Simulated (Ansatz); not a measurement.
CH₅GaO, SMILES `C[O][GaH2]`, relaxed with RKS PBE0-D4/def2-TZVP in Ansatz from a GFN2-xTB geometry. The force threshold is 0.005 eV/Å; the program also tests the step.

Total charge 0; spin multiplicity 1.

Start:

```xyz
8

C    -0.570    1.245   -0.106
O    -0.094   -0.074    0.079
Ga    0.725   -1.559    0.129
H    -1.578    1.211   -0.526
H     0.080    1.802   -0.784
H    -0.603    1.759    0.858
H     2.114   -1.750   -0.537
H    -0.073   -2.633    0.887
```

```tsv
step	energy (eV)	largest force (eV/Å)	largest move (Å)
1	-55533.9835	1.961	0.000
2	-55534.0491	0.928	0.051
3	-55534.0946	0.374	0.087
4	-55534.1906	0.969	0.200
5	-55534.2753	0.452	0.192
6	-55534.3464	0.229	0.200
7	-55534.3609	0.042	0.107
8	-55534.3614	0.016	0.033
9	-55534.3615	0.006	0.011
10	-55534.3615	0.009	0.006
11	-55534.3615	0.003	0.005
12 (rejected)	-55534.3615	0.017	0.008
13	-55534.3616	0.001	0.001
```

End:

```xyz
8

C    -0.502    1.116   -0.088
O    -0.629   -0.178    0.436
Ga    0.564   -1.475    0.175
H    -1.358    1.346   -0.733
H     0.413    1.254   -0.680
H    -0.489    1.850    0.726
H     1.806   -1.093   -0.697
H     0.194   -2.820    0.861
```

Hardware: 2 threads of a server CPU on a shared host. Wall time 65 s, peak host memory 0.32 GiB.
